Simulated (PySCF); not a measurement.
SMILES C[Si](O)(O)[S][GeH3] (CH₈GeO₂SSi), CAM-B3LYP/def2-SVP optimised geometry.

```
14

Si    -0.62     0.99    -1.69
C      0.90     1.93    -1.24
O     -0.12    -0.26    -2.68
O     -1.69     2.00    -2.45
S     -1.67     0.17     0.00
Ge    -0.88    -1.92     0.00
H      1.32     2.42    -2.13
H      0.67     2.71    -0.50
H      1.67     1.26    -0.82
H     -0.79    -0.73    -3.19
H     -2.62     1.82    -2.32
H     -1.41    -2.55     1.30
H     -1.41    -2.71    -1.21
H      0.66    -1.92     0.00
```

Density from PySCF with CAM-B3LYP/def2-TZVP at that geometry.

Minimum of the electron density along straight lines between bonded atoms, close to the bond critical point (lines longer than 1.1 times the sum of covalent radii, or with two minima, are not listed):

```json
[
 {"bond": "Si1–C2", "length / Å": "1.846", "ρ at the minimum / e bohr⁻³": "0.133", "∇²ρ there / e bohr⁻⁵": "0.16", "position (fraction from the first atom)": "0.39"},
 {"bond": "Si1–O3", "length / Å": "1.661", "ρ at the minimum / e bohr⁻³": "0.135", "∇²ρ there / e bohr⁻⁵": "0.76", "position (fraction from the first atom)": "0.41"},
 {"bond": "Si1–O4", "length / Å": "1.654", "ρ at the minimum / e bohr⁻³": "0.138", "∇²ρ there / e bohr⁻⁵": "0.76", "position (fraction from the first atom)": "0.41"},
 {"bond": "Si1–S5", "length / Å": "2.157", "ρ at the minimum / e bohr⁻³": "0.099", "∇²ρ there / e bohr⁻⁵": "0.07", "position (fraction from the first atom)": "0.36"},
 {"bond": "S5–Ge6", "length / Å": "2.235", "ρ at the minimum / e bohr⁻³": "0.100", "∇²ρ there / e bohr⁻⁵": "0.04", "position (fraction from the first atom)": "0.56"},
 {"bond": "C2–H7", "length / Å": "1.100", "ρ at the minimum / e bohr⁻³": "0.267", "∇²ρ there / e bohr⁻⁵": "-0.88", "position (fraction from the first atom)": "0.64"},
 {"bond": "C2–H8", "length / Å": "1.099", "ρ at the minimum / e bohr⁻³": "0.268", "∇²ρ there / e bohr⁻⁵": "-0.89", "position (fraction from the first atom)": "0.64"},
 {"bond": "C2–H9", "length / Å": "1.100", "ρ at the minimum / e bohr⁻³": "0.268", "∇²ρ there / e bohr⁻⁵": "-0.89", "position (fraction from the first atom)": "0.64"},
 {"bond": "O3–H10", "length / Å": "0.963", "ρ at the minimum / e bohr⁻³": "0.351", "∇²ρ there / e bohr⁻⁵": "-2.38", "position (fraction from the first atom)": "0.81"},
 {"bond": "O4–H11", "length / Å": "0.963", "ρ at the minimum / e bohr⁻³": "0.351", "∇²ρ there / e bohr⁻⁵": "-2.39", "position (fraction from the first atom)": "0.81"},
 {"bond": "Ge6–H12", "length / Å": "1.534", "ρ at the minimum / e bohr⁻³": "0.135", "∇²ρ there / e bohr⁻⁵": "0.05", "position (fraction from the first atom)": "0.59"},
 {"bond": "Ge6–H13", "length / Å": "1.535", "ρ at the minimum / e bohr⁻³": "0.135", "∇²ρ there / e bohr⁻⁵": "0.05", "position (fraction from the first atom)": "0.59"},
 {"bond": "Ge6–H14", "length / Å": "1.532", "ρ at the minimum / e bohr⁻³": "0.136", "∇²ρ there / e bohr⁻⁵": "0.05", "position (fraction from the first atom)": "0.59"}
]
```
